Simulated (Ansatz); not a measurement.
BH3N (SMILES [BH]N) moved off its minimum; all values from Ansatz (a first-principles code), cores frozen in correlated methods. Open shells are unrestricted.
(charge 0, multiplicity 2)
```xyz
5

B      0.70416    -0.37513     0.20171
N     -0.41934     0.12396     0.11400
H      1.77020     0.31943     0.00758
H     -0.79488     0.92959     0.05392
H     -1.48592    -0.53803     0.02596
```

**Question.** Give the forces (eV/Å), the total energy and the dipole at CCSD(T)/aug-cc-pVTZ.

**Answer.** 
```
atom       Fx      Fy      Fz
----  -------  ------  ------
B1      9.892  -2.567  -0.101
N2    -10.321  -5.813  -0.471
H3     -1.212  -0.975   0.596
H4     -2.382   7.584  -0.624
H5      4.023   1.771   0.600
```
Energy -81.1405 hartree, dipole 2.70 D.
